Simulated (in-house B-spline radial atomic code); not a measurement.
Zn. Computed with a B-spline radial atomic code. Model: all-electron spherical atom, spin shells full or empty, radial basis limit, no spin-orbit coupling, Breit or QED, empty-state partial waves extrapolated as (l+1/2)^-4, RPA, G0W0 and static COHSEX of the highest shell as one setting changes (uncorrelated shells keep exact exchange).

Empty levels are discrete states of a finite basis, so the steps are uneven.

Given: element Zn; charge 0; filled core Ar; hamiltonian one-electron scalar X2C; mean-field start PBE; highest l of empty states 9; nuclear rms radius 3.9283 fm; lowest nl shells left uncorrelated 3; highest mean-field shell 4s; box radius 40 bohr.

Shell: 3d 5 5, 4s 1 1 (electrons up and down).

| highest empty level kept (hartree) | RPA correlation energy (hartree) | G0W0 level (eV) | G0W0 minus most complete (meV) | COHSEX level (eV) | linearised minus solved G0W0 (meV) |
| --- | --- | --- | --- | --- | --- |
| 1 | -0.18043 | -8.7707 | 638.7 | -10.17 | -43.8 |
| 2 | -0.31423 | -8.9655 | 443.9 | -10.577 | -55.2 |
| 3.5 | -0.46051 | -9.1254 | 284.1 | -10.897 | -66.2 |
| 6 | -0.63116 | -9.2402 | 169.2 | -11.145 | -74.6 |
| 10 | -0.80068 | -9.3107 | 98.7 | -11.3 | -80.1 |
| 18 | -1.1611 | -9.3649 | 44.5 | -11.457 | -84.6 |
| 30 | ? | ? | ? | ? | ? |
| 60 | ? | ? | ? | ? | ? |
| 120 | -1.4921 | -9.4057 | 3.7 | -11.606 | -88 |
| 250 | -1.5136 | -9.4084 | 1 | -11.615 | -88.2 |
| 600 | -1.5198 | -9.4093 | 0.1 | -11.619 | -88.3 |
| 2000 | -1.5203 | -9.4094 | 0 | -11.619 | -88.3 |

Question: What follows for highest empty level kept = 30?

Answer: RPA correlation energy -1.2743 hartree; G0W0 level -9.3781 eV; G0W0 minus most complete 31.3 meV; COHSEX level -11.496 eV; linearised minus solved G0W0 -85.7 meV.

Question: What follows for highest empty level kept = 60?

Answer: RPA correlation energy -1.4415 hartree; G0W0 level -9.4001 eV; G0W0 minus most complete 9.3 meV; COHSEX level -11.585 eV; linearised minus solved G0W0 -87.5 meV.
